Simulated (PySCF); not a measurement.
C4H8N2Si.
Structure used (GFN2-xTB), in Å, numbered top down from 1:
```
atom  x, y, z in Å
C1    -0.134    1.799    0.215
C2     0.516    0.469    0.112
C3     1.836    0.103    0.201
C4     1.832   -1.293    0.022
N5     0.614   -1.740   -0.160
N6    -0.202   -0.666   -0.107
Si7   -1.923   -0.924   -0.318
H8     0.617    2.564    0.391
H9    -0.670    2.036   -0.704
H10   -0.851    1.812    1.035
H11    2.683    0.737    0.369
H12    2.665   -1.969    0.021
H13   -2.049   -2.358   -0.507
H14   -2.345   -0.135   -1.479
H15   -2.592   -0.426    0.888
```

NICS is the negative of the GIAO shielding at a point without a nucleus: at the ring centre (0) and 1 Å above and below it (1); zz is the component along the ring normal. Level: GIAO PBE0/pcSseg-1 (PySCF, non-relativistic, gas phase) on the GFN2-xTB geometry, one conformer.

Ring bond lengths (Å), with Mayer bond orders in brackets: C2–C3 1.373 (1.44), C3–C4 1.407 (1.32), C4–N5 1.310 (1.59), N5–N6 1.349 (1.17), N6–C2 1.361 (1.04).

Problem. What do the NICS probes read (ppm)?

Solution. 
| ring | type | NICS(0) | NICS(1), two faces | NICS(1)zz, two faces | rms pucker (Å) | centre to ring atoms, mean (Å) |
| --- | --- | --- | --- | --- | --- | --- |
| C2–C3–C4–N5–N6 | 5-membered ring with 2 N; formal bonds all aromatic | -12.2 | -11.7 / -11.7 | -30.0 / -30.0 | 0.00 | 1.16 |

Problem. What do they say, and how far can they be read as aromaticity?

Solution. 
- C2–C3–C4–N5–N6: mean NICS(1)zz -30.0 ppm, shielded. The ring is flat and has no four-coordinate atom; by the NICS criterion it is aromatic.

Problem. What does the geometric index give? HOMA = 1 − mean of α(R − Ropt)² over the ring bonds, with Krygowski's 1993 parameters (CC: Ropt 1.388 Å, α 257.7 Å⁻²; CN: Ropt 1.334 Å, α 93.52 Å⁻²; NN: Ropt 1.309 Å, α 130.33 Å⁻²).

Solution. 
- C2–C3–C4–N5–N6: HOMA 0.90; the largest term is that of N5–N6, α(R − Ropt)² = 0.21. The geometric and the magnetic index point the same way.

Problem. What are the shieldings of the ring atoms and their hydrogens in the same run (means over atoms taken as equivalent)?

Solution. 
| atoms | environment | σ isotropic (ppm) | principal values of the symmetric part, first atom (ppm) |
| --- | --- | --- | --- |
| C2 | substituted aromatic carbon | 37.7 | -42.5, 22.2, 133.5 |
| C3 | aromatic CH carbon | 73.8 | -1.8, 75.6, 147.7 |
| C4 | aromatic CH next to a ring nitrogen | 40.0 | -53.0, 42.0, 131.1 |
| N5 | pyridine-type nitrogen | -95.4 | -331.2, -96.6, 141.6 |
| N6 | pyrrole-type nitrogen | 46.4 | -60.2, 59.6, 139.9 |
| H11 | aromatic hydrogen | 25.43 | 23.2, 25.4, 27.6 |
| H12 | aromatic hydrogen | 24.09 | 22.0, 24.7, 25.6 |
